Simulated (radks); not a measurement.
Initial-state core-level shifts of the cerium ion Ce+ when its valence configuration changes from [Xe] 4f1 5d2. Calculated with a radial shooting solver on a logarithmic mesh with Libxc functionals: Dirac Kohn-Sham, LDA (Slater exchange, Perdew-Wang correlation), spin-unpolarised, spherical densities, finite nucleus; open shells are shared between the two j in proportion to 2j + 1; Fermi nuclear charge, rms radius 4.8771 fm. Shifts are changes of the shell-averaged eigenvalues in eV (positive: less bound); the change of the density at the nucleus, which sets a Mossbauer isomer shift, is in e/bohr^3, on a base of 3.814e+05.

valence               2p       3d       4s       4p  density at nucleus
4f1 5d1.5 6p0.5   -1.569   -1.562   -1.553   -1.553               +1.30
4f3               +9.359  +10.868  +10.334  +10.073              -29.25
5d3               -7.803   -9.094   -8.314   -8.066              +25.00
5d2 6s1          -10.163  -11.442  -10.619  -10.368              +52.85
4f1 6s2           -4.476   -4.430   -4.365   -4.367              +55.32
5d1 6s2          -12.759  -14.019  -13.130  -12.876              +85.97
4f2 5d1           +6.220   +7.181   +6.772   +6.599              -19.03
4f0.5 5d2 6p0.5   -5.386   -5.993   -5.638   -5.521              +13.34
4f1 5d1 6s1       -2.111   -2.092   -2.069   -2.070              +25.23
